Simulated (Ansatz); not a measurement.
Li8F8 (started as a model of: 1x4x4 LiF rock-salt block). Charge 0, multiplicity 1. Geometry PBE0-D4/def2-SVP.

```xyz
16

Li   -3.0800   -0.9964   -1.5505
F    -2.5781   -1.4082    0.0303
Li   -1.4047   -2.1523    1.1725
F    -0.7146   -2.2980    2.7286
F    -1.9073    0.1296   -2.0727
Li   -1.1915   -0.1768   -0.3556
F     0.0708   -1.2446    0.4435
Li    0.6645   -1.4152    2.2416
Li   -0.6624    1.4132   -2.2426
F    -0.0758    1.2530   -0.4411
Li    1.1849    0.1851    0.3607
F     1.9086   -0.1306    2.0727
F     0.7193    2.2909   -2.7309
Li    1.4044    2.1539   -1.1720
F     2.5759    1.4084   -0.0301
Li    3.0860    0.9880    1.5457
```

Estimate the orbital energies around the gap (eV) in Ansatz with HF/6-31G, revPBE-D4/def2-TZVP, r2SCAN-D4/def2-TZVP, r2SCANh-D4/def2-TZVPD, PBE0-D4/def2-TZVPD.


```csv
orbital,HF/6-31G,revPBE-D4/def2-TZVP,r2SCAN-D4/def2-TZVP,r2SCANh-D4/def2-TZVPD,PBE0-D4/def2-TZVPD
HOMO−5,-14.01,-6.97,-7.46,-8.24,-9.08
HOMO−4,-14.00,-6.97,-7.46,-8.23,-9.08
HOMO−3,-13.75,-6.57,-7.08,-7.87,-8.72
HOMO−2,-13.73,-6.57,-7.07,-7.85,-8.70
HOMO−1,-13.55,-6.54,-7.04,-7.81,-8.62
HOMO,-13.54,-6.52,-7.02,-7.79,-8.61
LUMO,0.63,-1.25,-0.52,-0.45,-0.66
LUMO+1,0.63,-1.17,-0.40,-0.37,-0.60
LUMO+2,1.74,-0.04,0.58,0.35,0.21
LUMO+3,1.84,-0.03,0.61,0.46,0.34
LUMO+4,2.13,0.37,0.93,0.53,0.39
LUMO+5,2.20,0.37,1.02,0.63,0.50
```
